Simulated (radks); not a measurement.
Results of a calculation; reference values are marked as such.
Effect of the nuclear size on neutral holmium, [Xe] 4f11 6s2. Level of theory: Dirac Kohn-Sham, LDA (Slater exchange, Perdew-Wang correlation), spin-unpolarised, spherical densities, finite nucleus; open shells are shared between the two j in proportion to 2j + 1; Fermi nuclear charge, rms radius 5.2022 fm (a radial shooting solver on a logarithmic mesh with Libxc functionals). The rms radius is varied about that value; shifts are against it.

rms radius (fm)  total energy shift (eV)  density at nucleus (e/bohr^3)  1s1/2 shift (meV)  2s1/2 shift (meV)  5s1/2 shift (meV)  5p1/2 shift (meV)  6s1/2 shift (meV)  4f7/2 shift (meV)  6p1/2 (empty) shift (meV)
4.4635                             -7.56                      8.373e+05              -3100               -410              -3.12              0.342             -0.127              0.572                      0.112
4.6976                             -5.26                      8.254e+05              -2160               -285              -2.17              0.237             -0.088              0.397                      0.078
5.2022                                 0                      8.021e+05              0.000              0.000              0.000              0.000              0.000              0.000                      0.000
5.4831                              3.09                      7.904e+05               1270                168               1.27             -0.140              0.052             -0.234                     -0.046
6.2895                              12.6                      7.605e+05               5180                684               5.20             -0.569              0.212             -0.953                     -0.187

Slopes of the eigenvalues against <r^2> in GHz/fm^2, as finite differences over the two radii next to the reference (eigenvalue slopes, not the field-shift constants of lines): 1s1/2 104000, 2s1/2 13700, 5s1/2 104, 5p1/2 -11.4, 6s1/2 4.23, 4f7/2 -19.1, 6p1/2 (empty) -3.74.
